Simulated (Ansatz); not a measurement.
Geometry optimisation, Ansatz, DFT PBE, scalar-relativistic, plane waves, PAW.

Input file:

```yaml
crystal:
  lattice:
    - [6.42, 0.0, 0.0]
    - [3.21, 5.559883, 0.0]
    - [0.0, 0.0, 18.21304]
  atoms:
    - { symbol: Mg, position: [0.0, 0.0, 0.0549057] }
    - { symbol: Mg, position: [0.5, 0.0, 0.0549057] }
    - { symbol: Mg, position: [0.0, 0.5, 0.0549057] }
    - { symbol: Mg, position: [0.5, 0.5, 0.0549057] }
    - { symbol: Mg, position: [-0.1666667, 0.3333333, 0.1980186] }
    - { symbol: Mg, position: [0.3333333, 0.3333333, 0.1980186] }
    - { symbol: Mg, position: [-0.1666667, 0.8333333, 0.1980186] }
    - { symbol: Mg, position: [0.3333333, 0.8333333, 0.1980186] }
    - { symbol: Mg, position: [0.0, 0.0, 0.3411314] }
    - { symbol: Mg, position: [0.5, 0.0, 0.3411314] }
    - { symbol: Mg, position: [0.0, 0.5, 0.3411314] }
    - { symbol: Mg, position: [0.5, 0.5, 0.3411314] }
    - { symbol: Ca, position: [0.2713023, 0.7629901, 0.4970636] }
basis:
  ecutwfc: 420.0
kpoints:
  mp_grid: { grid: [5, 5, 1] }
hamiltonian:
  xc: pbe
scf:
  occupations: { method: gaussian, width: 0.15 }
  lower_state_search: "off"
relax:
  f_tol: 0.03
  max_steps: 60
  adjacent_minimum: "off"
  constraints: [{ sites: [0, 1, 2, 3] }]
```

Run as:

```bash
$ ansatz run input.yaml --threads 4 --pin off --max-ram 10240MiB --backend cpu --events-out ev --progress --plain --runs-dir out
```

Q: Where does it end, and by what steps?

A: It converged. The force dipped under the threshold on the way, but the program's further checks kept it going. Limits of this set-up: coarse k mesh, thin slab, slab without dipole correction. After 7 steps the energy has fallen by 0.109 eV; Ca13 moved furthest, 0.45 Å.

```json
{"step": "0", "energy less start (eV)": "0.0000", "largest force component (eV/Å)": "0.285", "accepted": "yes"}
{"step": "1", "energy less start (eV)": "-0.0607", "largest force component (eV/Å)": "0.163", "accepted": "yes"}
{"step": "2", "energy less start (eV)": "-0.1023", "largest force component (eV/Å)": "0.103", "accepted": "yes"}
{"step": "3", "energy less start (eV)": "-0.1058", "largest force component (eV/Å)": "0.047", "accepted": "yes"}
{"step": "4", "energy less start (eV)": "-0.1072", "largest force component (eV/Å)": "0.006", "accepted": "yes"}
{"step": "5", "energy less start (eV)": "-0.1075", "largest force component (eV/Å)": "0.012", "accepted": "yes"}
{"step": "6", "energy less start (eV)": "-0.1081", "largest force component (eV/Å)": "0.020", "accepted": "yes"}
{"step": "7", "energy less start (eV)": "-0.1089", "largest force component (eV/Å)": "0.014", "accepted": "yes"}
```

```xyz
13
Lattice="6.4200 0.0000 0.0000 3.2100 5.5599 0.0000 0.0000 0.0000 18.2130" Properties=species:S:1:pos:R:3
Mg 0.000 0.000 1.000
Mg 3.210 0.000 1.000
Mg 1.605 2.780 1.000
Mg 4.815 2.780 1.000
Mg 0.024 1.866 3.591
Mg 3.201 1.838 3.685
Mg 1.588 4.634 3.689
Mg 4.824 4.640 3.609
Mg 0.037 0.073 6.136
Mg 3.230 0.013 6.599
Mg 1.660 2.813 6.429
Mg 4.898 2.774 6.121
Ca 3.838 4.039 8.861
```

Run time: 98 s on 4 threads of Intel(R) Xeon(R) Platinum 8259CL CPU @ 2.50GHz (Skylake/Cascade Lake), on a shared host, peak memory 1.5 GiB.
